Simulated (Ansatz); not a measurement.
Cost and result for the atomization energy of CH$_{4}$ClFO$_{2}$Si (`OC(F)(Cl)O[SiH3]`) (10 atoms, 9 bonds).

```xyz
10

O    -0.6847    1.0608    1.1347
C    -0.8100    0.8598   -0.2097
F    -0.9124    2.0444   -0.8488
Cl   -2.3504   -0.0170   -0.4441
O     0.2260    0.2027   -0.7713
Si    0.9512   -1.1706   -0.1461
H     0.0688    1.6503    1.2710
H     1.8274   -1.6383   -1.2398
H    -0.0725   -2.1788    0.2074
H     1.7566   -0.8132    1.0468
```

Total charge 0; spin multiplicity 1. The geometry is a stationary point of PBE0-D4/def2-TZVP. It is one conformer, not always the lowest. Program: Ansatz. All runs use 4 threads of an AMD EPYC 9R45 on a shared host. Times are those of one run each, without the atoms' runs, and a repeat can differ threefold. Electronic energies, without spin–orbit coupling; frozen cores. CCSD(T)/CBS adds CCSD(T) − MP2 in def2-TZVPP to the MP2 limit, and its time is that of the two runs behind it. T1 = 0.012.

CCSD(T)/CBS is a level of theory with its own doubt, some kJ/mol a heavy atom from the limit and from the frozen cores, so smaller differences don't rank the functionals.

```csv
level,functions,wall time
LDA (SPW92)/def2-TZVPP,264,0.55 s
PBE-D4/def2-TZVPP (with forces),264,1 s
BHLYP-D4/def2-TZVPP,264,1.4 s
CAM-B3LYP-D4/def2-TZVPP,264,1.6 s
r2SCAN-D4/def2-TZVPP (with forces),264,1.8 s
r2SCANh-D4/def2-TZVPP,264,1.9 s
B2PLYP/def2-TZVPP,264,2.3 s
CCSD(T)/def2-SVP,112,2.6 s
B97M-V/def2-TZVPP,264,2.7 s
ωB97X-V/def2-TZVPP,264,3 s
MP2/def2-QZVPP,488,8 s
CCSD(T)/def2-TZVPP,264,70 s
CCSD(T)/CBS(def2),–,78 s
```

Question: What atomization energy does each give, and how far from CCSD(T)/CBS? (Best estimate.)

Answer: Ansatz gave: 
| level | atomization (kcal/mol) | difference from CCSD(T)/CBS | per bond |
| --- | --- | --- | --- |
| LDA (SPW92)/def2-TZVPP | 1006.4 | 155.2 | 17.2 |
| PBE-D4/def2-TZVPP (with forces) | 871.0 | 19.8 | 2.2 |
| BHLYP-D4/def2-TZVPP | 807.3 | -43.9 | -4.9 |
| CAM-B3LYP-D4/def2-TZVPP | 851.9 | 0.7 | 0.1 |
| r2SCAN-D4/def2-TZVPP (with forces) | 853.7 | 2.5 | 0.3 |
| r2SCANh-D4/def2-TZVPP | 844.4 | -6.8 | -0.8 |
| B2PLYP/def2-TZVPP | 835.7 | -15.5 | -1.7 |
| CCSD(T)/def2-SVP | 792.5 | -58.7 | -6.5 |
| B97M-V/def2-TZVPP | 850.4 | -0.8 | -0.1 |
| ωB97X-V/def2-TZVPP | 854.5 | 3.3 | 0.4 |
| MP2/def2-QZVPP | 867.1 | 15.9 | 1.8 |
| CCSD(T)/def2-TZVPP | 824.0 | -27.2 | -3.0 |
| CCSD(T)/CBS(def2) | 851.2 | 0.0 | 0.0 |

In def2-TZVPP, CCSD(T) changes the Hartree–Fock value by +245.1 kcal/mol (the triples alone add +16.9 kcal/mol) and MP2 by +272.1 kcal/mol; breaking electron pairs costs correlation energy, which Hartree–Fock lacks. Leaving LDA and LC-ωPBE aside and taking each functional with its dispersion term where it has one, the values spread over 63.6 kcal/mol, from BHLYP-D4 to PBE-D4. LDA lies +141.2 kcal/mol from PBE without D4, its usual overbinding. From BLYP to BHLYP (50 % exact exchange), in def2-TZVPP and without D4, the atomization energy moves by −34.1 kcal/mol: exact exchange takes away binding that semilocal exchange gives to molecules.
